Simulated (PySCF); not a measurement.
A run for PySCF: R-B3LYP/6-31G* on C4H10O (SMILES CCC(C)O).

```python
from pyscf import gto, scf, dft, mp
from pyscf.data.elements import chemcore

mol = gto.M(
    atom='''
    C     1.67623775   -0.19705569   -0.05633858
    C     0.56521849    0.65276038    0.55486587
    C    -0.83040319    0.40132652   -0.02467591
    C    -1.30728067   -1.03239324    0.11831654
    O    -0.87966987    0.70561821   -1.42410079
    H     1.68291534   -0.10399489   -1.14296311
    H     2.65220774    0.11645991    0.31754705
    H     1.55526153   -1.25340477    0.18744469
    H     0.80041024    1.71456165    0.41720625
    H     0.52063819    0.49435074    1.63700513
    H    -1.53413741    1.05569750    0.50782808
    H    -2.32734939   -1.12678147   -0.25406622
    H    -0.67452643   -1.70919294   -0.45613113
    H    -1.28901774   -1.34034358    1.16520312
    H    -0.61050456    1.62239165   -1.54714096
    ''',
    basis='6-31g*',
    cart=True,
    charge=0, spin=0, verbose=3, max_memory=1800)
mf = dft.RKS(mol, xc='b3lyp')
mf.conv_tol = 1e-8
mf.max_cycle = 100
mf.kernel()
if not mf.converged:
    mf = mf.newton().run(mf.mo_coeff, mf.mo_occ)
```

The log:

```
converged SCF energy = -233.665522911717
```

Self-consistency was reached.

Cost: about 4 core-seconds (a rough figure).
